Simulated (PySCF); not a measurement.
An unknown is described by computed data only.

Elements present: C, N and Si. Monoisotopic mass: 131.9892 u.

* NMR, other nuclei: isotropic shieldings of nuclei other than C and H, by class: -113 (4 N), 476 (1 Si) ppm [GIAO PBE0/pcSseg-1]
* UV, first state: lowest singlet excitation: 6.61 eV (188 nm, f = 0.000) [TDDFT PBE0/def2-SVPD]
* Polarisability: 79.6 au [PBE0/def2-SVPD]
* Dipole: 0.00 D by symmetry (numerical residue 0.01 D) [PBE0/def2-SVPD]
* Triplet: lowest triplet excitation (Tamm–Dancoff): 5.60 eV [TDA PBE0/def2-SVPD]
* Rotational structure: rotational constants A, B, C: 1.126, 1.125, 1.124 GHz [GFN2-xTB]
* 13C NMR: chemical shifts (computed TMS as zero) by class: 113.8 (4 C) ppm [GIAO PBE0/pcSseg-1]

Gas-phase values; electronic properties from PySCF, density fitting. Levels stand in brackets. Isolated species at its GFN2-xTB geometry, gas phase. NMR values are class means; diastereotopic atoms form classes of their own.

**Question.** Which formula fits the mass and the elements?

**Answer.** C4N4Si (calculated 131.9892). No other formula that holds each of these elements comes within 0.0003 u with a fitting electron parity and a possible valence count.

**Question.** Give a SMILES that accounts for the data.

**Answer.** Numbering: `[N:1]#[C:2][Si:3]([C:4]#[N:5])([C:6]#[N:7])[C:8]#[N:9]`. Its formula, C4N4Si, gives 8 degrees of unsaturation: 0 rings and 8 π bonds in the structure found. 4 carbons fall into 1 class: cyano carbon [C2/C4/C6/C8] (113.8 ppm, 4 C). The other shieldings belong to: -113 ppm, cyano nitrogen [N1/N5/N7/N9]; 476 ppm, four-coordinate silicon [Si3]. The vanishing dipole is forced by symmetry. The optimised geometry has point group Td and is a spherical top (the spread among constants that symmetry makes equal is optimisation noise). Structure: `N#C[Si](C#N)(C#N)C#N`. The assignments are read from this structure; whether some other isomer fits the data as well wasn't checked.
